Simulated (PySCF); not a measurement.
Computed with PySCF 2.14.0 with B3LYP-D3(BJ)/def2-TZVP // PBE-D3(BJ)/def2-SVP. Isolated molecules, 0 K electronic values unless said otherwise. One relaxed conformer stands for a flexible species; it need not be the lowest. B3LYP has the VWN-RPA correlation part, as in Gaussian. 

Reference species: [Zn(NH2)(Br)] (neutral, multiplicity 1).

| Quantity | Value |
|---|---|
| mean distance from the central atom to its bonded neighbours | 2.040 Å |
| HOMO | -7.25 eV |

Changed species: [Zn(NH2)2] (0 of 2 NH2 replaced by Br; the reference has 1 of 2 NH2 replaced by Br).

**Question.** Give the shifts of the mean distance from the central atom to its bonded neighbours and HOMO.

**Answer.** the mean distance from the central atom to its bonded neighbours drops by 0.210 Å, to 1.830 Å; the HOMO increases by 0.62 eV, to -6.63 eV.
